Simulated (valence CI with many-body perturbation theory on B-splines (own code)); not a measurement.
**E1 transitions of Ag⁶⁺**

Computed by relativistic CI+MBPT: five valence electrons over a frozen Dirac-Fock core [Kr], a basis of 7 s, 7 p, 8 d, 6 f, 4 g, 1 h functions for each j, with the one-electron correlation potential Σ1 (screened to all orders), the two-electron term Σ2, the three-electron term Σ3, Breit, model QED; selected single and double excitations, second order for the rest, scaled by the run's own slope (own B-spline code, finite nucleus).

Set against measurement, 33 paired levels are off by 361 cm⁻¹ on average, the worst by 1025. These come from a selection out of Gamrath, thesis, University of Mons (2023). Levels without a partner in it may be off by more, other configurations by 1,000 to 8,000 cm⁻¹. Among the levels kept, up to 1400 cm⁻¹ of a level comes from second order outside the variational space, and about a tenth of that is noise between levels of different J, which matters for small intervals. The list stops below the first excitations out of the core.

Lines 101 to 150 of 174 in falling wavelength, among levels below 328750 cm⁻¹, chosen from the strongest by gf and those to the six lowest levels. Wavelengths and rates use the calculated energies, so an error of 400 cm⁻¹ moves a line at 117.0 nm by 0.47 % and its rate by three times that or more. Electric multipoles are in the length gauge, E1 and E2 with the static RPA response of the core. Weak lines are less certain than strong ones. Lines between different terms over intervals too small for the method are left out, as are lines whose strength nearly cancels. The highest levels of a list are the least certain.

Names give the largest LS component (configuration and term), which can be under half, so a name can repeat, a term be missing and a line seem to break the LS rules; names also repeat where a configuration has a term twice. Letters in brackets count levels of one name in rising energy.

```tsv
λ vac (nm)	Upper	Lower	A (s⁻¹)	S (a.u.) with core polarisation	S without
117.0	4d4 5p 6F°_1/2	4d4 5s 6D_1/2	9.88e+08	1.56e+00	1.84e+00
116.7	4d4 5p 6F°_3/2	4d4 5s 6D_3/2	7.32e+08	2.30e+00	2.71e+00
116.2	4d4 5p 6F°_5/2	4d4 5s 6D_5/2	6.58e+08	3.06e+00	3.60e+00
115.1	4d4 5p 6F°_3/2	4d4 5s 6D_1/2	3.32e+08	1.00e+00	1.18e+00
114.8	4d4 5p 4P°_1/2	4d4 5s 6D_3/2	4.71e+08	7.03e-01	8.27e-01
114.0	4d4 5p 6F°_5/2	4d4 5s 6D_3/2	4.49e+08	1.97e+00	2.32e+00
113.2	4d4 5p 4P°_1/2	4d4 5s 6D_1/2	6.87e+07	9.83e-02	1.15e-01
45.60	4d4 5p 6F°_1/2	4d5 2D_3/2 [c]	1.12e+04	1.05e-06	1.17e-06
45.30	4d4 5p 6F°_3/2	4d5 2D_3/2 [c]	3.53e+03	6.48e-07	7.26e-07
45.15	4d4 5p 6F°_3/2	4d5 2D_5/2 [c]	3.19e+03	5.79e-07	6.26e-07
45.01	4d4 5p 4P°_1/2	4d5 2D_3/2 [c]	6.42e+04	5.78e-06	6.77e-06
44.90	4d4 5p 6F°_5/2	4d5 2D_3/2 [c]	9.93e+03	2.66e-06	3.23e-06
44.74	4d4 5p 6F°_5/2	4d5 2D_5/2 [c]	2.17e+01	5.75e-09	5.36e-09
43.61	4d4 5p 6F°_1/2	4d5 2P_1/2	1.51e+05	1.23e-05	1.42e-05
43.39	4d4 5p 6F°_1/2	4d5 2P_3/2	1.16e+05	9.34e-06	1.05e-05
43.34	4d4 5p 6F°_3/2	4d5 2P_1/2	2.86e+04	4.60e-06	5.61e-06
43.13	4d4 5p 6F°_3/2	4d5 2P_3/2	4.12e+04	6.53e-06	7.24e-06
43.06	4d4 5p 4P°_1/2	4d5 2P_1/2	3.02e+05	2.38e-05	2.83e-05
42.86	4d4 5p 4P°_1/2	4d5 2P_3/2	3.32e+05	2.58e-05	2.77e-05
42.76	4d4 5p 6F°_5/2	4d5 2P_3/2	2.02e+03	4.67e-07	6.96e-07
40.23	4d4 5p 6F°_5/2	4d5 2G_7/2 [b]	8.06e+03	1.55e-06	1.75e-06
39.58	4d4 5p 6F°_1/2	4d5 2D_3/2 [b]	1.15e+05	7.03e-06	7.69e-06
39.56	4d4 5p 6F°_3/2	4d5 2D_5/2 [b]	5.31e+03	6.49e-07	6.59e-07
39.36	4d4 5p 6F°_3/2	4d5 2D_3/2 [b]	3.71e+03	4.46e-07	5.24e-07
39.25	4d4 5p 6F°_5/2	4d5 2D_5/2 [b]	4.61e+02	8.25e-08	8.02e-08
39.13	4d4 5p 4P°_1/2	4d5 2D_3/2 [b]	8.41e+05	4.98e-05	5.74e-05
39.05	4d4 5p 6F°_5/2	4d5 2D_3/2 [b]	3.68e+04	6.49e-06	7.39e-06
38.38	4d4 5p 6F°_1/2	4d5 2S_1/2	3.67e+05	2.05e-05	2.34e-05
38.17	4d4 5p 6F°_3/2	4d5 2S_1/2	3.96e+03	4.35e-07	4.20e-07
37.96	4d4 5p 4P°_1/2	4d5 2S_1/2	4.40e+04	2.38e-06	2.98e-06
37.61	4d4 5p 6F°_3/2	4d5 2F_5/2 [b]	2.93e+06	3.08e-04	3.48e-04
37.33	4d4 5p 6F°_5/2	4d5 2F_5/2 [b]	4.54e+05	7.00e-05	7.71e-05
37.27	4d4 5p 6F°_5/2	4d5 2F_7/2 [b]	6.33e+06	9.71e-04	1.10e-03
37.22	4d4 5p 6F°_3/2	4d5 2F_5/2 [a]	1.84e+06	1.87e-04	2.13e-04
36.94	4d4 5p 6F°_5/2	4d5 2F_5/2 [a]	1.13e+05	1.69e-05	1.80e-05
36.93	4d4 5p 6F°_1/2	4d5 4F_3/2	2.53e+07	1.26e-03	1.44e-03
36.74	4d4 5p 6F°_3/2	4d5 4F_3/2	2.15e+04	2.11e-06	3.15e-06
36.71	4d4 5p 6F°_5/2	4d5 2G_7/2 [a]	2.56e+05	3.74e-05	4.20e-05
36.54	4d4 5p 4P°_1/2	4d5 4F_3/2	1.76e+06	8.48e-05	9.27e-05
36.47	4d4 5p 6F°_5/2	4d5 4F_3/2	9.41e+05	1.35e-04	1.49e-04
36.39	4d4 5p 6F°_5/2	4d5 2F_7/2 [a]	1.57e+07	2.24e-03	2.55e-03
36.36	4d4 5p 6F°_3/2	4d5 4F_5/2	5.79e+07	5.50e-03	6.26e-03
36.18	4d4 5p 6F°_1/2	4d5 2D_3/2 [a]	4.53e+07	2.12e-03	2.42e-03
36.09	4d4 5p 6F°_5/2	4d5 4F_5/2	3.72e+06	5.17e-04	5.61e-04
36.00	4d4 5p 6F°_3/2	4d5 2D_3/2 [a]	5.24e+05	4.82e-05	5.88e-05
35.88	4d4 5p 6F°_3/2	4d5 2D_5/2 [a]	6.52e+06	5.95e-04	6.79e-04
35.81	4d4 5p 4P°_1/2	4d5 2D_3/2 [a]	6.28e+06	2.84e-04	3.19e-04
35.81	4d4 5p 6F°_5/2	4d5 4F_7/2	5.07e+07	6.90e-03	7.85e-03
35.74	4d4 5p 6F°_5/2	4d5 2D_3/2 [a]	3.86e+06	5.22e-04	5.86e-04
35.62	4d4 5p 6F°_5/2	4d5 2D_5/2 [a]	6.63e+05	8.88e-05	9.85e-05
```
